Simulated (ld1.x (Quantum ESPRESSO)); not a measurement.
# lanthanum: one change to a TM potential, before and after

La, norm-conserving Troullier–Martins (Kleinman–Bylander form), made with ld1.x (Quantum ESPRESSO) 7.5 (PBEsol, scalar-relativistic). Core [Kr] 4d10, reference 4f0 5s2 5p6 5d1 6s2 6p0. Waves: 5p (bound): rc 2.15 bohr; 5d (bound): rc 3.85 bohr; 4f (bound, empty): rc 1.40 bohr; 5s (bound): rc 1.80 bohr. Local part: the s channel. Core correction: none.

Occupied shells without a wave of their own: 6s. They enter only through the test configuration that unscreens the potential.

All-electron outer shells of the reference configuration (PBEsol, scalar-relativistic, ld1.x):

```csv
shell,level (eV),outermost node (bohr),outermost maximum (bohr)
4p,-199.76,0.34,0.63
4d,-103.77,0.32,0.68
5s,-38.95,0.77,1.41
5p,-22.40,0.83,1.58
4f,-4.39,–,0.75
6s,-3.70,1.86,3.79
5d,-3.10,0.95,2.21
6p,-1.34,2.21,4.93
```

Change: wave 5s (bound): rc 1.80 bohr becomes 5s (bound): rc 2.00 bohr.

Cutoffs: the cutoffs (Ry, on a coarse ladder) from which the occupation-weighted sum of valence levels, in a spherical-Bessel basis at the reference potential, stays within 10 and 1 mRy of its value at 400 Ry; they do not see the model core or the augmentation charge, which bear on the density cutoff. Errors are all-electron minus pseudo energies relative to the spin-unpolarised reference configuration.

What does the change do?

The potential gets softer (45 Ry and 80 Ry → 40 Ry and 60 Ry); of the 7 tests that both files solve, the error grows in 6 and shrinks in 1 by more than 15 % and 0.3 meV (median size 112.9 → 156.2 meV); neither file shows a bound ghost. A larger radius leaves more room for a smooth pseudo-wave, so fewer plane waves are needed.

| quantity | base | changed |
| --- | --- | --- |
| cutoff, loose | 45 Ry | 40 Ry |
| cutoff, tight | 80 Ry | 60 Ry |
| loose cutoff by channel (10 mRy a level) | p 18 Ry, d 8 Ry, s 35 Ry | p 18 Ry, d 8 Ry, s 30 Ry |
| bound ghosts | none | none |
| largest miss of a reference level, eV | 0.08 | 0.19 |
| error for 4f0 5s2 5p6 5d1 6s1 6p0, meV [ΔE 6.00 eV] | -113 | -248 |
| error for 4f0 5s2 5p6 5d1 6s0 6p0, meV [ΔE 16.85 eV] | -303 | -665 |
| error for 4f0 5s2 5p6 5d0 6s0 6p0, meV [ΔE 35.75 eV] | -411 | -928 |
| error for 4f1 5s2 5p6 5d1 6s0 6p0, meV [ΔE 6.89 eV] | +266 | +56 |
| error for 4f0 5s2 5p6 5d2 6s1 6p0, meV [ΔE 0.81 eV] | -70 | -156 |
| error for 4f0 5s2 5p5 5d1 6s2 6p0, meV [ΔE 26.98 eV] | +0.9 | +28 |
| error for 4f0 5s2 5p6 5d0 6s2 6p1, meV [ΔE 2.33 eV] | +32 | +41 |
| s: phases at 4.21 bohr within 0.05 rad from the reference energy up to (Ry; the scan ends near 5) | -0.4 | -0.5 |
| p: phases at 4.21 bohr within 0.05 rad from the reference energy up to (Ry; the scan ends near 5) | 2.4 | 2.3 |
| d: phases at 4.21 bohr within 0.05 rad from the reference energy up to (Ry; the scan ends near 5) | 4.0 | 4.0 |
| f: phases at 4.21 bohr within 0.05 rad from the reference energy up to (Ry; the scan ends near 5) | 2.4 | 2.4 |

Base: The cutoffs count occupied waves only; the empty 4f level needs 160 Ry at the loose tolerance. The 6s level has no wave, so the channel is fitted at the deeper level alone: the likely source of the large errors. Changed file: The cutoffs count occupied waves only; the empty 4f level needs 160 Ry at the loose tolerance. The 6s level has no wave, so the channel is fitted at the deeper level alone: the likely source of the large errors.
